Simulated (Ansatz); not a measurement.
System: AlHCl$_{2}$, charge 0, singlet. AlHCl2 (SMILES [Cl][AlH][Cl]).
B3LYP-D3(BJ)/def2-TZVP minimum from Ansatz (a quantum-chemistry and plane-wave program):
```
Al
H 1 1.5570
Cl 1 2.0903 2 120.87
Cl 1 2.0903 2 120.87 3 -180.00
```
Charge 0, spin multiplicity 1.

Atomisation energy term by term, kcal/mol (programs: Ansatz). Radicals and triplets start from unrestricted determinants; spin-orbit coupling is neglected. Correlated methods leave the cores frozen. Rows without X2C or -DK are non-relativistic. CBS(X,Y): correlation extrapolated as X^-3, Hartree-Fock from the larger set (Q,5: extrapolated as (X+1)exp(-9√X)). A bracket is a step between two methods taken in the basis named. '+ core + X2C': CCSD(T) terms for core correlation (cc-pwCVTZ, 1s frozen past Ne) and scalar relativity (cc-pVTZ-DK). For partners of very few electrons the exact lower level stands in for a higher one.

```csv
term,basis,kcal/mol
Hartree-Fock,"CBS(cc-pV(Q+d)Z,cc-pV(5+d)Z)",221.81
CCSD correlation,"CBS(cc-pV(Q+d)Z,cc-pV(5+d)Z)",56.11
(T),"CBS(cc-pV(Q+d)Z,cc-pV(5+d)Z)",5.23
CCSDT(Q) - CCSD(T),cc-pV(T+d)Z,-0.10
core correlation,cc-pwCVTZ,-0.62
scalar relativity,"X2C, cc-pVTZ-DK",-0.95
sum: De,,281.5
```

The step beyond CCSD(T) by other levels: CCSDT(Q) in cc-pV(D+d)Z 0.20 kcal/mol.
